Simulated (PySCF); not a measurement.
**O³⁺ (oxygen, charge +3) across methods**

[He] 2s2 2p1, 2P determinant. Computed with PySCF 2.14 in dyall-av3z, with no relativity, point nucleus.

| method | E (hartree) | mean ε 2s α (eV) | mean ε 2s β (eV) | mean ε 2p α (eV) | Σ⟨r²⟩ (bohr²) | ⟨S²⟩ |
| --- | --- | --- | --- | --- | --- | --- |
| M06-L | -71.2520 | -80.894 | -78.449 | -67.758 | 3.356 | 0.752 |
| r2SCAN0 | -71.2163 | -83.665 | -80.310 | -70.545 | 3.382 | 0.752 |
| MN15 | -71.2472 | -83.673 | -81.266 | -70.175 | 3.379 | 0.750 |
| LDA | -70.6718 | -79.931 | -77.482 | -66.272 | 3.409 | 0.751 |
| wB97M-V | -71.2673 | -85.483 | -82.822 | -71.802 | 3.392 | 0.751 |
| r2SCAN | -71.2114 | -80.987 | -78.183 | -67.837 | 3.384 | 0.752 |
| PBE | -71.1702 | -80.172 | -77.783 | -66.645 | 3.390 | 0.751 |
| UHF | -71.09927 | -91.077 | -85.601 | -78.084 | 3.391 | 0.753 |

Estimate the same row for PBE0.

E (hartree) = -71.1835; mean ε 2s α (eV) = -83.125; mean ε 2s β (eV) = -80.087; mean ε 2p α (eV) = -69.642; Σ⟨r²⟩ (bohr²) = 3.385; ⟨S²⟩ = 0.751.
